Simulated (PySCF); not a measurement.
CH₇ClOSi₂, SMILES [SiH2](C)[Si@@H](O)Cl.

The structure is a stationary point at ωB97X-D3(BJ)/def2-SVP. The structure was generated by enumeration; whether it is a known compound was not checked. Other conformers were not sampled.

Calculation: PySCF with PBE/def2-TZVP.

Isolated molecule, no solvent.

The total energy is -1156.28412 hartree. The highest occupied level comes out as -6.69 eV and the lowest empty level is -1.09 eV. The orbital gap is 5.60 eV and the dipole moment is 1.93 D. The quadrupole, principal values (traceless, Buckingham form, about the centre of nuclear charge) comes out as -4.95, -2.62, 7.57 D·Å, the mean static polarisability is 84.4 bohr³ (12.50 Å³) and the polarisability, principal values is 70.3, 80.6, 102.2 bohr³.
